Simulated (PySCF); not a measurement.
Cl₂Ge, charge -1, multiplicity 2. Atoms are numbered in the order given.

```xyz
3

Ge     0.0000     0.0000     0.7930
Cl     0.0000    -1.8309    -0.7463
Cl     0.0000     1.8309    -0.7463
```
Charge -1, spin multiplicity 2.

Geometry optimised at B3LYP-D3(BJ)/def2-SVPD. The multiplicity is an assumed one; other spin states were not compared. The isomer is the one that the SMILES or the coordinates give; other isomers of the formula were not compared.

All values below come from PBE0/def2-TZVPD in PySCF.

Mulliken values depend strongly on the basis, most of all with diffuse functions as here. ESP charges are fitted to the potential on shells at 1.4 to 2.0 van der Waals radii. Atomic charges (e):

| atom | Mulliken | ESP fit | meta-Löwdin | Mulliken spin |
|---|---|---|---|---|
| Ge1 | 0.11 | (withheld) | 0.00 | 0.97 |
| Cl2 | -0.55 | (withheld) | -0.50 | 0.02 |
| Cl3 | -0.55 | (withheld) | -0.50 | 0.02 |

Q: What belongs in the gaps? (Estimate from the structure and the level; the computed values follow.)

A: 
- Ge1, ESP fit: -0.22
- Cl2, ESP fit: -0.39
- Cl3, ESP fit: -0.39
